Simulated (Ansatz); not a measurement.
# Which method gave which barrier?

Saddle point of BN2H4Cl, singlet (BN₂H₄Cl ([NH2][B]([NH2])[Cl]) → BNHCl ([NH][B][Cl]) + NH₃ (still joined by a long B–N bond); bonds formed: N2–H4; bonds broken: N3–H4; bonds weakened to dative contacts: B1–N2), PBE0-D4/def2-TZVP structure:

```
8
angstrom
B -0.5115 0.1837 0.3011
N 0.8126 0.4093 -0.4896
N -0.5271 -1.1667 0.3326
H 0.6276 -0.8145 -0.3597
Cl -1.5157 1.5171 0.8756
H 0.7359 0.8178 -1.4134
H 1.5816 0.8412 0.0087
H -1.2034 -1.7878 0.7447
```

Ansatz 0.2.0; basis: def2-TZVPP, with def2-QZVPP for the basis limit; cores frozen in the correlated methods. Extrapolation: Hartree–Fock as exp(−7.88 √X), correlation as X^−2.97. Four methods, as single points on the PBE0-D4 structures, gave these electronic barriers from the start structure: 56.69, 58.45, 66.33, 75.33 kcal/mol.

The methods were, in alphabetical order, BHLYP-D4, BLYP-D4, HF, r2SCAN-D4. Which gave which? (Judge from chemistry; the calculation decides.)

Computed: BLYP-D4 56.69; r2SCAN-D4 58.45; BHLYP-D4 66.33; HF 75.33 kcal/mol. For comparison, CCSD(T) at an estimated basis limit (MP2 extrapolated from triple and quadruple zeta, plus CCSD(T) − MP2 in triple zeta) gives 60.79 kcal/mol.

T1 diagnostic: at most 0.014.

Labels in which every atom is bracketed show which atoms are joined, not bond orders.

For scale, one of the runs: CCSD(T)/def2-TZVPP, 191 basis functions, launched by `ansatz run in.yaml --threads 2 --pin off --events-out ev --progress --plain --max-ram 4352MiB`. Hardware: 2 CPU threads of an Arm Neoverse V1, shared host. Wall time 64 s; peak host memory 2.1 GiB.
